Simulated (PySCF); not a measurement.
## How the method moves the HOMO and LUMO of `FB1NBNBN1`

Compound: B₃FH₅N₃.
Structure used (PBE0-D3(BJ)/def2-SVP), in Å, numbered top down from 1:
```
atom  x, y, z in Å
F1    -2.6270    0.6393    0.9372
B2    -1.3963    0.3311    0.5042
N3    -0.9450   -1.0195    0.5039
B4     0.3595   -1.3736    0.0494
N5     1.2041   -0.3180   -0.4094
B6     0.7958    1.0501   -0.4282
N7    -0.5181    1.3499    0.0367
H8    -1.5706   -1.7427    0.8352
H9     0.7338   -2.5232    0.0530
H10    2.1329   -0.5495   -0.7351
H11    1.5339    1.9219   -0.8231
H12   -0.8418    2.3087    0.0385
```

Basis pcSseg-1 throughout (PySCF), one geometry. Isolated species at its PBE0-D3(BJ)/def2-SVP geometry, gas phase.

Q: How do the orbital energies, the gap and the dipole change with the method?

A: 
| method | kind | HOMO (eV) | LUMO (eV) | gap (eV) | μ (D) | SCF cycles |
| --- | --- | --- | --- | --- | --- | --- |
| BLYP | GGA | -6.65 | -0.52 | 6.14 | 0.75 | 14 |
| B97-D | GGA | -6.79 | -0.51 | 6.29 | 0.79 | 14 |
| OPBE | GGA | -6.84 | -0.58 | 6.26 | 0.73 | 15 |
| KT3 | GGA | -6.88 | -0.61 | 6.26 | 0.79 | 14 |
| BP86 | GGA | -6.94 | -0.74 | 6.19 | 0.76 | 14 |
| B97-2 | global hybrid | -7.89 | 0.28 | 8.17 | 0.93 | 14 |
| PBE0 | global hybrid | -8.17 | 0.27 | 8.44 | 0.92 | 13 |
| LC-wPBE | range-separated hybrid | -10.93 | 2.53 | 13.46 | 0.95 | 14 |

The HOMO spans 4.28 eV, from BLYP down to LC-wPBE, and the gap runs from 6.14 eV (BLYP) to 13.46 eV (LC-wPBE). Over the methods BLYP (0 %), B97-D (0 %), OPBE (0 %), KT3 (0 %), BP86 (0 %), B97-2 (21 %), PBE0 (25 %), a straight line through the gap against the share of exact exchange rises by 0.90 eV for each 10 % (correlation coefficient 0.998). The dipole ranges from 0.73 D (OPBE) to 0.95 D (LC-wPBE). This basis has no diffuse functions.

The vertical ΔSCF ionisation energy at B3LYP/def2-SVPD is 10.21 eV; −ε(HOMO) comes closest to it with LC-wPBE (10.93 eV).
